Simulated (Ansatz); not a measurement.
AsBH$_{6}$O$_{3}$, relaxed with RKS PBE-D4/def2-SVP in Ansatz 0.2.0 from a rough embedded geometry. The force threshold is 0.03 eV/Å; the program also tests the step.

The species carries charge 0 and has multiplicity 1. The bonds changed during the relaxation, so this is another structure than the one it started from.

Start:

```xyz
11

O     0.022    0.603   -1.626
B     0.040   -0.245   -0.487
O    -0.981   -1.251   -0.686
O     1.322   -0.916   -0.301
As   -0.346    0.822    1.239
H     0.749    1.332   -1.480
H    -0.960   -1.885    0.132
H     1.480   -1.391   -1.168
H    -1.813    1.407    0.872
H    -0.332   -0.313    2.293
H     0.819    1.837    1.212
```

(1) How much energy does the relaxation release, and in how many steps? (Estimate.)

(2) Which bonds change most? (Best estimate.)

(3) Give the relaxed structure. (Estimate.)

Answers

(1) Computed: 62.05 kcal/mol, in 24 steps, 2 of them rejected.

(2) Computed: As5–H9 from 1.621 to 1.536 Å; B2–O4 from 1.458 to 1.385 Å; B2–O3 from 1.447 to 1.375 Å; O1–H6 from 1.041 to 0.970 Å.

(3) Computed: 
```xyz
11

O     0.018    0.451   -1.831
B     0.131   -0.723   -1.120
O    -0.946   -1.060   -0.335
O     1.217   -1.582   -1.139
As   -0.070    1.166    1.766
H     0.802    0.672   -2.358
H    -0.769   -1.891    0.138
H     1.958   -1.285   -1.692
H    -1.301    1.775    1.079
H    -0.947    0.231    2.620
H    -0.093    2.246    2.872
```
